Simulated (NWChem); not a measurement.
**Basis-set convergence for H$_{4}$BClS**

SMILES: BCl.S
```xyz
7

B     -0.9523    -0.1592     0.0000
H     -1.5775     0.0059    -1.0368
H     -1.5775     0.0059     1.0368
Cl     0.2029    -1.5790     0.0000
S      0.1469     1.5659     0.0000
H      1.0583     1.2863     0.9806
H      1.0583     1.2863    -0.9806
```
Charge 0, spin multiplicity 1.

Everything below was run with NWChem. Structure: optimised with PBE/def2-SVP, a minimum by its harmonic frequencies.

Quantity: vertical ionisation energy at the level ΔMP2 (Δ: difference of total energies, the cation a doublet at the parent's geometry with its hole in an orbital of symmetry a" (Cs labels); it is the state that the SCF runs reached, from PBE0 orbitals for Hartree-Fock references, and need not be the lowest).

The correlated methods keep 11 core orbitals frozen. The Pople sets run with spherical d functions. The structure started from a generated list of species. The stability of the SCF solutions was not checked. Open-shell Hartree-Fock references start from PBE0 orbitals; any time given for them includes that run.

Costs are rough ratios of processor time within this set of runs, SCF included, with 3-21G as 1.

```json
[
 {"basis": "3-21G", "functions": "43", "vertical ionisation energy (eV)": "10.12", "relative cost": "1"},
 {"basis": "6-31+G*", "functions": "70", "vertical ionisation energy (eV)": "10.17", "relative cost": "under 3"},
 {"basis": "cc-pVDZ", "functions": "70", "vertical ionisation energy (eV)": "10.24", "relative cost": "6"},
 {"basis": "pcseg-1", "functions": "70", "vertical ionisation energy (eV)": "10.36", "relative cost": "under 3"},
 {"basis": "6-311G**", "functions": "94", "vertical ionisation energy (eV)": "10.26", "relative cost": "4"},
 {"basis": "6-311++G**", "functions": "110", "vertical ionisation energy (eV)": "10.24", "relative cost": "7"},
 {"basis": "def2-TZVP", "functions": "129", "vertical ionisation energy (eV)": "10.49", "relative cost": "10"},
 {"basis": "cc-pVTZ", "functions": "154", "vertical ionisation energy (eV)": "10.51", "relative cost": "30"},
 {"basis": "pcseg-2", "functions": "154", "vertical ionisation energy (eV)": "10.44", "relative cost": "20"},
 {"basis": "def2-TZVPD", "functions": "165", "vertical ionisation energy (eV)": "10.52", "relative cost": "30"}
]
```

Smallest basis within 0.05 eV of def2-TZVPD, the largest set run: def2-TZVP, with 129 functions against 165 (also within reach: cc-pVTZ). def2-TZVPD isn't the basis-set limit itself, and a small set can land close by cancellation.
